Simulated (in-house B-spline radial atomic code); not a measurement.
Results of a calculation; reference values are marked as such.
## Correlation energy from the adiabatic connection: ω²r²/2 − Z/r, ω = 3.65, Z = 3

Two electrons in a singlet, external potential ω²r²/2 − Z/r, ω = 3.65, Z = 3 (atomic units). Full CI in B-splines (partial waves to l = 8, correlation up to 0.6 % small) with the density held fixed gives W(λ) = <V_ee>_λ − U, and E_c is the integral of W(λ) − W(0) from 0 to 1.

```json
{"λ": "0", "W(λ) − W(0) (hartree)": "0.00000"}
{"λ": "0.02", "W(λ) − W(0) (hartree)": "-0.00183"}
{"λ": "0.05", "W(λ) − W(0) (hartree)": "-0.00456"}
{"λ": "0.12", "W(λ) − W(0) (hartree)": "-0.01086"}
{"λ": "0.25", "W(λ) − W(0) (hartree)": "-0.02233"}
{"λ": "0.4", "W(λ) − W(0) (hartree)": "-0.03520"}
{"λ": "0.6", "W(λ) − W(0) (hartree)": "-0.05177"}
{"λ": "0.8", "W(λ) − W(0) (hartree)": "-0.06771"}
{"λ": "1", "W(λ) − W(0) (hartree)": "-0.08304"}
```

Question: Integrate the table by the trapezoid rule.

Answer: The strips give -0.00002, -0.00010, -0.00054, -0.00216, -0.00431, -0.00870, -0.01195, -0.01507, which sum to -0.04285 hartree. The direct value, W(1) − W(0) + T_c with T_c = 0.04016, is -0.04289; the curve is convex, so chords lie above it and the trapezoids fall short in size by 0.10 %.

Question: Now use only three numbers: W(0) = -2.2349, the initial slope W'(0) = -0.09162 (extrapolated from the first points) and the strong-coupling limit of the point-charge-plus-continuum model, W∞ = -3.1256. What do second-order theory and the interpolation W(λ) = W∞ + (W(0) − W∞)/√(1 + 2χλ) of Seidl, Perdew and Levy give?

Answer: Second order keeps the slope alone: E_c = W'(0)/2 = -0.04581, +7 % in size against -0.04289. Matching the slope fixes χ = W'(0)/(W∞ − W(0)) = -0.09162/(-0.89070) = 0.10286. Integrating, with s = √(1 + 2χ) = 1.098055, E_c = −(W(0) − W∞)(s − 1)/(s + 1) = −0.89070 × 0.098055/2.098055 = -0.04163 hartree, -2.9 % in size against the full result. At λ = 1 the formula gives W − W(0) = -0.07954 against -0.08304. Part of the miss can come from the model's W∞.
